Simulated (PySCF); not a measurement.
methylcyclobutane (C₅H₁₀), SMILES CC1CCC1.

Geometry: PBE0-D3(BJ)/def2-SVP.

Method: PySCF with PBE/def2-TZVP.

Symmetry labels are those of the subgroup Cs that the program uses (full group Cs).

Computed valence orbital energies around the gap with their symmetry:
```tsv
orbital	symmetry	energy (eV)
HOMO−7	A"	-10.01
HOMO−6	A'	-9.84
HOMO−5	A"	-9.11
HOMO−4	A'	-8.49
HOMO−3	A"	-8.03
HOMO−2	A'	-7.35
HOMO−1	A"	-7.06
HOMO	A'	-7.00
LUMO	A'	0.49
LUMO+1	A'	0.97
LUMO+2	A'	1.01
LUMO+3	A"	1.55
```
